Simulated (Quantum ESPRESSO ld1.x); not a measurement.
Br XXIV, 12 electrons, occupied as [Ne] 3s2 (the NIST ground configuration). Calculated with ld1.x of Quantum ESPRESSO 7.5: Dirac Kohn-Sham, relativistic LDA (MacDonald-Vosko exchange, VWN5 correlation), spin-unpolarised, spherical densities, point nucleus.

Spin-orbit splittings of the eigenvalues, e(l+1/2) - e(l-1/2), with zeta = 2 splitting/(2l+1) and mean radii in bohr:

shell  occ.  splitting (eV)  zeta (eV)  <r> j=l-1/2  <r> j=l+1/2
2p        6           48.79      32.53       0.1600       0.1637
3p        0           11.46      7.643       0.4455       0.4511
